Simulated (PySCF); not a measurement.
## GaH: frontier orbitals

HSE06 at R = 1.679 Å; Ga x2c-TZVPPall, H x2c-TZVPPall; spin-free X2C with a Gaussian nucleus (PySCF 2.14). State: ¹Σ⁺ (singlet), closed shell. Only the outer orbitals are listed, counted within each symmetry.

```tsv
orbital	occ.	ε (eV)	on Ga (%)	main shells (%)
1δ	2	-22.03	100	100 Ga d
1δ	2	-22.03	100	100 Ga d
3π	2	-21.79	100	100 Ga d
3π	2	-21.79	100	100 Ga d
6σ	2	-21.77	100	100 Ga d
7σ	2	-10.64	76	73 Ga s, 24 H s
8σ	2	-5.58	65	40 Ga p, 35 H s, 23 Ga s
4π	0	-2.06	99	99 Ga p
4π	0	-2.06	99	99 Ga p
9σ	0	1.55	71	72 Ga p, 30 H s
```

**Question.** Which are the highest filled and the lowest empty level, where do they sit, and how wide is the gap?

**Answer.** Highest filled 8σ at -5.58 eV (in %: 40 Ga p, 35 H s, 23 Ga s); lowest empty 4π at -2.06 eV (in %: 99 Ga p); the gap at HSE06 is 3.52 eV.

The bond order (Mayer) is 0.92. The ⟨S²⟩ is 0.000, the charge on Ga (Mulliken, basis-dependent) is 0.17 and the charge on Ga (Löwdin, basis-dependent) is 0.22. The dipole moment (positive dipole means Ga(−)H(+)) is -0.54 D.
